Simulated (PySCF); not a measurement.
# Working out the ionisation energy of C⁺

C⁺ [He] 2s2 2p1 (2P) → C²⁺ [He] 2s2 (1S). Computed with PySCF 2.14 in def2-QZVPPD, with the non-relativistic Hamiltonian (point nucleus). Frozen: nothing. Energies in hartree (1 hartree = 27.21139 eV):

| part | C⁺ (lower) | C²⁺ (upper) |
| --- | --- | --- |
| UHF | -37.296724 | -36.408373 |
| CCSD correlation | -0.097144 | -0.092800 |
| (T) | -0.001558 | -0.000449 |

Question: What does Hartree-Fock give?

Answer: (-36.408373) − (-37.296724) = 0.888351 hartree = 24.173 eV.

Question: What do CCSD and CCSD(T) give?

Answer: The CCSD correlation energies differ by 0.004344 hartree = 0.118 eV and the triples by 0.001109 hartree = 0.030 eV, so CCSD gives 24.291 eV and CCSD(T) 24.321 eV.

Measured between the centres of the two terms (NIST): 24.378 eV, so CCSD(T) (valence and next inner shell) is off by -0.057 eV.

The coupled-cluster amplitudes are large, so a single reference is strained.

What remains against the reference includes basis incompleteness and higher excitations.
